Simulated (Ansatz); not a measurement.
Compare A (`BOC(C)[SiH3]`) with its isomer B (`B[SiH2]OCC`).

Program: Ansatz. Geometries: PBE0-D4/def2-TZVP. ΔE: electronic, gas phase. CCSD(T)/CBS is the MP2 limit (def2-TZVPP, def2-QZVPP) plus CCSD(T) − MP2 in def2-TZVPP, frozen cores. Functionals use def2-TZVPP. Each species was taken in one conformer, which may not be the lowest.

A:

```xyz
14

B     2.231   -0.004   -0.625
O     0.969    0.446   -0.614
C    -0.095   -0.270    0.024
C    -1.152   -0.609   -1.007
Si   -0.756    0.816    1.436
H     2.505   -1.050   -0.097
H     3.044    0.678   -1.178
H     0.311   -1.195    0.454
H    -1.548    0.297   -1.472
H    -1.981   -1.147   -0.542
H    -0.734   -1.242   -1.795
H     0.347    1.129    2.381
H    -1.828    0.076    2.156
H    -1.314    2.075    0.879
```

B:

```xyz
14

B     0.782    1.749   -1.843
Si    0.428   -0.214   -1.631
O     0.347   -0.769   -0.080
C    -0.613   -0.288    0.839
C    -0.341   -0.874    2.202
H     0.781    2.538   -0.943
H     0.990    2.181   -2.941
H     1.499   -1.015   -2.281
H    -0.862   -0.484   -2.348
H    -1.622   -0.564    0.501
H    -0.576    0.810    0.886
H    -0.388   -1.964    2.163
H    -1.080   -0.520    2.925
H     0.653   -0.586    2.550
```

**Question.** Which isomer does CCSD(T)/CBS put lower? Give the gap. (An estimate is asked.)

**Answer.** Computed: A, by 16.4 kcal/mol.

**Question.** Give E(B) − E(A) in kcal/mol with r2SCAN-D4, B2PLYP, HF/def2-TZVPP, CCSD(T)/def2-TZVPP, PBE0-D4, ωB97M-V, PBE-D4. (Estimate.)

**Answer.** Computed: r2SCAN-D4 16.5, B2PLYP 16.8, HF/def2-TZVPP 12.3, CCSD(T)/def2-TZVPP 16.8, PBE0-D4 16.5, ωB97M-V 17.6, PBE-D4 17.9. None reverses the order clearly.

Largest T1 diagnostic: 0.013.

From PBE to PBE0 (25 % exact exchange), in def2-TZVPP and without D4, E(B) − E(A) moves by −1.2 kcal/mol. In def2-TZVPP, CCSD(T) changes the Hartree–Fock value by +4.6 kcal/mol (the triples alone add +1.1 kcal/mol) and MP2 by +5.5 kcal/mol.
